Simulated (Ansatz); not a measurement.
The same atomization along the group O, S, Se.

Computed with Ansatz on PBE0-D4/def2-TZVP structures; ΔE is electronic, products minus reactants. CCSD(T)/CBS adds triple-zeta CCSD(T) − MP2 to the extrapolated MP2 energy (def2 sets, frozen cores). This one scheme is used for every species, atoms too. DFT in def2-TZVPP. No spin–orbit coupling; open shells (•) take unrestricted orbitals. Spin–orbit coupling would lower the free atoms: a little for C, O, S; clearly for Se; strongly for Sn. Elements past krypton have def2 core potentials. Bonds to Se, Sn are less sure, by a few kJ/mol each and by 10 to 20 or more in all where they break to atoms, as the def2 sets lack core-valence functions. Scalar relativity is left out up to krypton.

| reaction | CCSD(T)/CBS(def2) (kJ/mol) |
| --- | --- |
| `C[O][SnH3]` → C• + 6 H• + O• + Sn• | ? |
| `C[S][SnH3]` → C• + 6 H• + S• + Sn• | 2673 |
| `C[Se][SnH3]` → C• + 6 H• + Se• + Sn• | 2626 |

Fill in the missing values. (An estimate is asked.)

Computed: `C[O][SnH3]` → C• + 6 H• + O• + Sn•: +2793.0 kJ/mol.

Largest T1 diagnostic: 0.013, for `C[O][SnH3]`.

For atomizations the MP2-based limit and the directly extrapolated one differ by several kJ/mol either way, and by 10 to 25 for some Ge, Se and Sn compounds, so smaller differences from it don't rank the levels.
